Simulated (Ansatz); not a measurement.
```yaml
crystal:
  periodic: [false, false, false]
  atoms:
    - {symbol: Ti, position_ang: [-0.654390, 1.511869, 0.048195]}
    - {symbol: Ti, position_ang: [-1.509078, -0.649559, -0.111336]}
    - {symbol: Ti, position_ang: [1.509081, 0.649582, 0.111124]}
    - {symbol: Ti, position_ang: [0.654377, -1.511883, -0.047973]}
basis:
  gaussian: {orbitals: def2-TZVP, initial_orbitals: start.molden}
correlation: {method: ccsd_t}
scf: {omitted_lower_state_checks: [starts]}
output: {orbitals: {seedname: orbitals}}
```

The file start.molden holds the orbitals of an earlier run on this structure, at another level or in another basis.

```sh
$ ansatz run in.yaml --threads 4 --pin off --events-out ev --progress --plain --max-ram 8704MiB
```

It prints (some lines left out):

```
Functional definition: HF
1608 factors; integrals over basis functions are off by at most 5.9e-4 eV
mean field evaluation 1: about -92323.2407 eV, gradient 3.5e1 eV
mean field evaluation 2: about -92327.1163 eV, gradient 5.4e0 eV
mean field evaluation 4: about -92328.1573 eV, gradient 2.3e0 eV
mean field evaluation 8: about -92330.7256 eV, gradient 1.5e0 eV
mean field evaluation 16: about -92330.7504 eV, gradient 5.8e-4 eV
mean field evaluation 32: about -92327.5011 eV, gradient 3.7e0 eV
mean field -92330.75040769 eV, -3393.0924934523 hartree, gradient 7.7e-6 eV, S^2 0.000000; 0 other end points of the search recorded, 0 dependent functions left out; unrestricted orbitals would lower it
mean field evaluation 64: about -92335.7000 eV, gradient 8.9e-1 eV
mean field evaluation 96: about -92322.7163 eV, gradient 6.1e-1 eV
mean field evaluation 128: about -92330.9414 eV, gradient 1.3e0 eV
mean field evaluation 160: about -92335.8047 eV, gradient 7.2e-2 eV
mean field evaluation 192: about -92335.7166 eV, gradient 2.5e-1 eV
mean field evaluation 224: about -92335.6371 eV, gradient 4.7e-1 eV
mean field evaluation 256: about -92324.1520 eV, gradient 1.7e1 eV
mean field evaluation 288: about -92330.2663 eV, gradient 1.8e0 eV
unrestricted determinant -92335.80720842 eV, -3393.2783274514 hartree, S^2 5.6255
20 core orbitals not correlated: weight in the atoms' cores, before any rotation towards them, 1.000 or more for the frozen orbitals, at most 0.000 for the correlated occupied ones
reference -92330.75040769 eV, -3393.0924934523 hartree; 24, 24 occupied and 136, 136 virtual orbitals, 1608 factors
second order -37.60312043 eV of doubles, -0.00000000 eV of singles
cycle   1  -35.15390360 eV  change     2.4e0 eV  update   4.6e-1
cycle   2  -38.02648806 eV  change    -2.9e0 eV  update   2.4e-1
cycle   3  -38.92205855 eV  change   -9.0e-1 eV  update   2.0e-1
cycle   4  -39.50459314 eV  change   -5.8e-1 eV  update   1.4e-1
[...]
cycle 277  -41.11558110 eV  change    6.2e-4 eV  update   6.3e-3
cycle 278  -41.10170126 eV  change    1.4e-2 eV  update   1.3e-2
cycle 279  -41.07728281 eV  change    2.4e-2 eV  update   5.2e-3
cycle 280  -41.08394687 eV  change   -6.7e-3 eV  update   1.5e-2
cycle 281  -41.06451486 eV  change    1.9e-2 eV  update   1.2e-2
cycle 282  -41.09019102 eV  change   -2.6e-2 eV  update   2.3e-2
cycle 283  -41.10078759 eV  change   -1.1e-2 eV  update   1.1e-2
cycle 284  -41.10435541 eV  change   -3.6e-3 eV  update   7.6e-3
cycle 285  -41.09965572 eV  change    4.7e-3 eV  update   5.3e-3
cycle 286  -41.08606259 eV  change    1.4e-2 eV  update   6.2e-3
cycle 287  -41.11200983 eV  change   -2.6e-2 eV  update   1.2e-2
cycle 288  -41.09610555 eV  change    1.6e-2 eV  update   1.3e-2
cycle 289  -41.06074574 eV  change    3.5e-2 eV  update   8.4e-3
cycle 290  -41.05391786 eV  change    6.8e-3 eV  update   2.4e-2
cycle 291  -41.05209017 eV  change    1.8e-3 eV  update   2.8e-2
cycle 292  -41.03786929 eV  change    1.4e-2 eV  update   2.9e-2
cycle 293  -41.06405860 eV  change   -2.6e-2 eV  update   3.7e-2
cycle 294  -41.07056663 eV  change   -6.5e-3 eV  update   2.1e-2
cycle 295  -41.07708348 eV  change   -6.5e-3 eV  update   1.8e-2
cycle 296  -41.10252111 eV  change   -2.5e-2 eV  update   1.7e-2
cycle 297  -41.11154370 eV  change   -9.0e-3 eV  update   7.9e-3
cycle 298  -41.10076153 eV  change    1.1e-2 eV  update   9.9e-3
cycle 299  -41.11181960 eV  change   -1.1e-2 eV  update   4.3e-2
Error: not converged in 300 cycles: update norm 6.981e-3, energy change 2.234e-2 eV, smallest ratio of the change in the update to the step in singles and doubles: 4.6e-4
```

(1) Can the result of this run be used?

Answers

(1) No. The run did not converge.
